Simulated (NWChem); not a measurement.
System: CH3FO2Si; SMILES O=C[Si@@H](O)F

```xyz
8

O      0.1346    -2.0255     0.3591
C      0.7878    -1.1835    -0.2450
Si    -0.0543     0.5591    -0.4174
O     -1.5602     0.2521     0.2012
F      0.8090     1.5964     0.5113
H      1.8213    -1.4419    -0.6309
H     -0.1302     1.1636    -1.7786
H     -1.5332    -0.6287     0.6393
```
Atoms are numbered in this order, from 1.

All runs: NWChem. Structure relaxed at the PBE-D3(BJ)/def2-SVP level. Vertical excitations in the gas phase.

Question: Predict the results for PBE/aug-cc-pVDZ, TDA. Quantities: lowest excitation, singlet (eV); oscillator strength of that lowest state; orbital gap (eV).

Answer: 
```json
{
  "lowest excitation, singlet (eV)": "3.10",
  "oscillator_strength_of_that_lowest_state": "0.001",
  "orbital gap (eV)": "2.78"
}
```
